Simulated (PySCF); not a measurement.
Mg(F)(NH2) (FH2MgN), SMILES [Mg]([F])[NH2]. Atoms are numbered in the order given.

```xyz
5

Mg     0.0000     0.0000    -0.0763
F      0.0000     0.0000    -1.8388
N      0.0000     0.0000     1.8070
H      0.0000    -0.8139     2.4079
H      0.0000     0.8139     2.4079
```

Coordinates come from a TPSSh-D3(BJ)/def2-TZVP optimisation. One conformer was computed; it need not be the lowest.

Computed with PBE0/pcJ-1 (PySCF).

Isotropic couplings with Fermi-contact, spin-dipole and both spin-orbit terms, one fixed conformer, no vibrational averaging. Isotopes: 14N, 19F, 1H.

Computed spin–spin coupling constants:
```json
[
 {"pair": "N3–H4", "bonds apart": "1", "J (Hz)": "49.0"},
 {"pair": "N3–H5", "bonds apart": "1", "J (Hz)": "49.0"},
 {"pair": "F2–N3", "bonds apart": "2", "J (Hz)": "-0.3"},
 {"pair": "H4–H5", "bonds apart": "2", "J (Hz)": "-9.7"},
 {"pair": "F2–H4", "bonds apart": "3", "J (Hz)": "-0.4"},
 {"pair": "F2–H5", "bonds apart": "3", "J (Hz)": "-0.4"}
]
```
